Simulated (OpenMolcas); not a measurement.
# Mn6+, Tc6+, Re6+: d down the group

| Quantity | Value |
| --- | --- |
| Program | OpenMolcas |
| Method | SS-CASPT2, IPEA 0.25 Eh, imaginary shift 0.1 Eh |
| Basis | ANO-RCC-VTZP |
| Scalar Hamiltonian | DKH2, point nucleus |
| Spin-orbit coupling | RASSI with atomic mean-field integrals over the reference wave functions, term energies averaged over their components |

Active space for each ion: 1 electron in 5 orbitals (d); closed shells correlated by CASPT2: Mn6+ 3s 3p; Tc6+ 4s 4p; Re6+ 5s 5p.

Computed levels in cm-1 above 2D 3/2:

| Level | Mn6+ | Tc6+ | Re6+ |
| --- | --- | --- | --- |
| 2D 5/2 | 1329 | 3290 | 11160 |
| weight of 2D in the lowest level (%) | 100 | 100 | 100 |

Measured, with the error of the calculation in %. Measured levels: Mn6+ from Corliss and Sugar, J. Phys. Chem. Ref. Data 6, 1253 (1977).

| Level | Mn6+ |
| --- | --- |
| 2D 5/2 | 1350 (-1.6) |

The fine-structure level 2D 5/2 changes by a factor of 8.4 from Mn6+ to Re6+.

CASPT2 breaks the degeneracy within a term, and the mean is taken; among the terms shown or strongly mixed into the levels shown the widest spread is 17 cm-1 (3d 2D, Mn6+). With one active electron, CASPT2 adds the correlation within the correlated inactive shells and between them and that electron, and leaves the splitting within a term as the reference gives it. Measured partners are found by configuration, term and J. A level has none where our copy of the source lacks it or the pairing is in doubt (some pairs that miss far off the trend of their configuration count as doubtful), and it then counts in no deviation. Levels of configurations outside the active space are missing.
